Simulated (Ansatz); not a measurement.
Reaction: CH4N2S (SMILES NC(N)=S) + H+ → CH5N2S+ (SMILES NC(N)=[SH+]) (other sites are not all compared here)
Each species at its own B3LYP-D3(BJ)/def2-TZVP minimum (Ansatz, a quantum-chemistry and plane-wave program), one conformer.

Quantity: proton affinity (electronic), positive where energy is released, in kcal/mol. Open shells are spin-unrestricted; no spin-orbit coupling. CBS(X,Y): correlation extrapolated as X^-3, Hartree-Fock from the larger set. A bracket is a step between two methods taken in the basis named. Functionals run without relativity, which enters their misses. '+ core + X2C': CCSD(T) terms for core correlation (cc-pwCVTZ, 1s frozen past Ne) and scalar relativity (cc-pVTZ-DK).

CCSD(T)/CBS(cc-pV(T+d)Z,cc-pV(Q+d)Z) + [CCSDT(Q) - CCSD(T)]/cc-pV(D+d)Z + core + X2C (Ansatz) gives 219.3 kcal/mol.

**Question.** What does PBE/def2-TZVPD (Ansatz) give here, and how do the other levels compare?

**Answer.** PBE gives 218.7 kcal/mol, 0.6 kcal/mol below it. Differences of the others: r2SCAN/def2-TZVPD (Ansatz) 0.5; B3LYP/def2-TZVPD (Ansatz) 0.8; PBE0/def2-TZVPD (Ansatz) 0.9; CCSD(T)/CBS(cc-pV(T+d)Z,cc-pV(Q+d)Z) + core + X2C (Ansatz) 0.0 kcal/mol. Nearer than PBE: r2SCAN/def2-TZVPD, CCSD(T)/CBS(cc-pV(T+d)Z,cc-pV(Q+d)Z) + core + X2C.
